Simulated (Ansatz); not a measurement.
Two isomers of CH5BClFSi: A = `B[Si](C)(F)Cl`, B = `B[SiH2]C(F)Cl`.

Computed with Ansatz on PBE0-D4/def2-TZVP structures; ΔE is electronic, products minus reactants. CCSD(T)/CBS adds triple-zeta CCSD(T) − MP2 to the extrapolated MP2 energy (def2 sets, frozen cores). Functionals use def2-TZVPP. B3LYP here is the variant with VWN-RPA as its local correlation; programs differ in this. One conformer a species, not always the lowest.

A:

Z-matrix (Å, degrees):
```
Si
C 1 1.849
F 1 1.600 2 107.6
B 1 1.997 2 120.2 3 -131.1
Cl 1 2.070 2 109.4 3 116.2
H 2 1.093 1 110.5 3 63.2
H 2 1.092 1 110.4 3 -176.8
H 2 1.092 1 110.4 3 -56.7
H 4 1.195 1 120.2 2 -33.4
H 4 1.194 1 121.2 2 152.4
```

B:

Z-matrix (Å, degrees):
```
Si
C 1 1.912
B 1 2.009 2 112.2
H 1 1.486 2 107.1 3 -125.0
H 1 1.492 2 106.7 3 118.0
Cl 2 1.780 1 110.5 3 178.2
F 2 1.373 1 110.1 3 57.8
H 2 1.092 1 113.7 3 -63.0
H 3 1.195 1 120.0 2 -166.3
H 3 1.195 1 122.3 2 16.0
```

(1) Which isomer does CCSD(T)/CBS put lower? Give the gap. (Estimate.)

(2) Give E(B) − E(A) in kcal/mol with ωB97M-V, HF/def2-TZVPP, PBE-D4, B3LYP, B3LYP-D4, r2SCAN-D4, B2PLYP. (An estimate is asked.)

Largest T1 diagnostic: 0.012.

Answers

(1) The calculation gave: A, by 100.2 kcal/mol.

(2) Ansatz gave: ωB97M-V 98.9, HF/def2-TZVPP 101.2, PBE-D4 93.8, B3LYP 97.0, B3LYP-D4 97.5, r2SCAN-D4 99.2, B2PLYP 99.3. None reverses the order clearly.

From PBE to PBE0 (25 % exact exchange), in def2-TZVPP and without D4, E(B) − E(A) moves by +3.3 kcal/mol.
